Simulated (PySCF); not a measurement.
# Static response to an electric field

Compound: 7-methoxy-4-methylcoumarin, C₁₁H₁₀O₃.
Geometry (PBE0-D3(BJ)/def2-SVP, Å), atoms numbered from 1 in this order:
```xyz
24
C11H10O3 angstrom
C      4.1129    0.4037   -0.5801
O      3.0654    1.3334   -0.5023
C      1.8202    0.8893   -0.2762
C      0.8148    1.8737   -0.1987
C     -0.4942    1.5046    0.0306
C     -0.8629    0.1543    0.1917
C     -2.2137   -0.3069    0.4366
C     -3.3337    0.6774    0.5376
C     -2.4272   -1.6413    0.5732
C     -1.3643   -2.6272    0.4847
O     -1.4828   -3.8153    0.5947
O     -0.0973   -2.1224    0.2521
C      0.1581   -0.8082    0.1110
C      1.4894   -0.4559   -0.1201
H      5.0296    0.9789   -0.7586
H      4.2228   -0.1651    0.3592
H      3.9662   -0.3060   -1.4125
H      1.1024    2.9184   -0.3234
H     -1.2617    2.2785    0.0888
H     -4.2929    0.1704    0.7031
H     -3.1643    1.3789    1.3701
H     -3.4137    1.2800   -0.3809
H     -3.4218   -2.0490    0.7592
H      2.2243   -1.2576   -0.1707
```

Level: B3LYP/def2-SVPD (PySCF), static field, nuclei fixed, core orbitals frozen in the response. The polarisability tensor in these axes (au):

```
x   191.04  24.19 -18.86
y    24.19 173.95 -10.93
z   -18.86 -10.93  84.01
```

Task: Give the principal values, the mean and the anisotropy Δα = √{½[(α1 − α2)² + (α2 − α3)² + (α1 − α3)²]}.

Result: Principal values 80.27, 156.89 and 211.84 au; mean 149.67 au = 22.18 Å³ = 24.68 × 10⁻⁴⁰ C²·m²/J; Δα = 114.46 au (76 % of the mean).

Task: What is the dipole moment, and where does it point?

Result: (0.98, 4.70, -0.49) D, 4.83 D in size, pointing from the negative to the positive side. Measured along this direction, the outermost atoms are O11 at the negative end and H18 at the positive end.

Task: What would n − 1 = 2πNα be for an ideal gas of these molecules at 350 K and 1 atm, electronic part alone?

Result: N = p/kT = 2.0968 × 10¹⁹ cm⁻³, so n − 1 = 2π × N × 22.18 × 10⁻²⁴ cm³ = 2922 × 10⁻⁶ at long wavelengths.

Task: Sum over states: ᾱ = Σ f/ω², ω in Eh. What share falls to these 10 lowest TDDFT singlets (eV, f)? 4.11, 0.3003; 4.56, 0.0186; 4.65, 0.0000; 5.10, 0.0500; 5.52, 0.0021; 5.81, 0.0036; 5.91, 0.2432; 6.06, 0.0001; 6.09, 0.0038; 6.31, 0.6530.

Result: They add up to 32.72 au, 21.9 % of the 149.67 au; the largest single term is 13.16 au, from the state at 4.11 eV. Terms in order: 13.16, 0.66, 0.00, 1.43, 0.05, 0.08, 5.15, 0.00, 0.08, 12.12 au. Higher excitations give the rest. The strengths listed sum to 1.275.

Task: Orientational against electronic polarisability at 250 K (dilute gas, rigid molecules)?

Result: In Gaussian units μ²/3kT = 225.04 Å³ against 22.18 Å³, a ratio of 10.15; the Debye molar polarisation (4π/3)N_A(α + μ²/3kT) is 623.6 cm³/mol, leaving out the vibrational part.

Isolated species at its PBE0-D3(BJ)/def2-SVP geometry (one conformer only).
